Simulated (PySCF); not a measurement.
# From computed data to an observable: entropy of an ideal gas

B(F)(Cl)(OH) (BClFHO), SMILES B(F)(Cl)O.

The structure is a stationary point at B3LYP-D3(BJ)/def2-SVP. Other conformers were not sampled.

B3LYP-D3(BJ)/def2-SVP run with PySCF gives the harmonic wavenumbers 346, 412, 512, 626, 675, 994, 1282, 1467, 3835 cm⁻¹ and the rotational temperatures 0.5000, 0.2203, 0.1529 K. The molar mass is 82.27 g/mol, the symmetry number 1, the spin multiplicity 1.

Work out the entropy at 298.15 K and 1 atm in the rigid-rotor, harmonic-oscillator model.


Translation (Sackur–Tetrode at 1 atm): S = R[1.5 ln M + 2.5 ln T − 1.16487] = 163.7 J/(mol K).
Rotation: q = (√π/σ) T^1.5/√(θA θB θC) = 70300, S = R[ln q + 3/2] = 105.3 J/(mol K).
Vibration: with u = 1.4388 ν/T, each mode gives R[u/(e^u − 1) − ln(1 − e^−u)]:
```
ν (cm⁻¹)  modes     u  S (J/(mol K))
--------  -----  ----  -------------
346           1  1.67           4.96
412           1  1.99           3.85
512           1  2.47           2.63
626           1  3.02           1.70
675           1  3.26           1.41
994           1  4.80           0.40
1282          1  6.19           0.12
1467          1  7.08           0.06
```
The stiffer modes add less than 0.005 each. Sum 15.1 J/(mol K).
Spin: R ln 1 = 0.0 J/(mol K).
Total 284.1 J/(mol K); the program's own thermochemistry gives 284.1. Translation makes up 58 % and vibration 5 %. Anharmonicity, hindered rotation and orbital degeneracy are left out.
